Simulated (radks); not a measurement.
In7+, configuration [Ar] 3d10 4s2 4p(1/2: 2, 3/2: 3) 4d(3/2: 4, 5/2: 3) (not the ground configuration). Calculated with a radial shooting solver on a logarithmic mesh with Libxc functionals: Dirac Kohn-Sham, PBE, spin-unpolarised, spherical densities, finite nucleus; Fermi nuclear charge, rms radius 4.6156 fm.

Unscreened Slater integrals over Kohn-Sham orbitals (cm^-1). Large and small components are both included.

integral,value
"F0(4d5/2,4d5/2)",194980
"F2(4d5/2,4d5/2)",100010
"F4(4d5/2,4d5/2)",66800
"F0(4d5/2,4d3/2)",195800
"F2(4d5/2,4d3/2)",100400
"G2(4d5/2,4d3/2)",100320
"G4(4d5/2,4d3/2)",67005
"F0(4d5/2,4p3/2)",206910
"F2(4d5/2,4p3/2)",106260
"G1(4d5/2,4p3/2)",135100
"G3(4d5/2,4p3/2)",84138
"F0(4d5/2,4p1/2)",209360
"G3(4d5/2,4p1/2)",84017
"F0(4d3/2,4d3/2)",196640
"F2(4d3/2,4d3/2)",100800
"F0(4d3/2,4p3/2)",207910
"F2(4d3/2,4p3/2)",106910
"G1(4d3/2,4p3/2)",135970
"G3(4d3/2,4p3/2)",84726
"F0(4d3/2,4p1/2)",210410
"G1(4d3/2,4p1/2)",136400
"F0(4p3/2,4p3/2)",221570
"F2(4p3/2,4p3/2)",116920
"F0(4p3/2,4p1/2)",224650
"G2(4p3/2,4p1/2)",118100
"F0(4p1/2,4p1/2)",227910
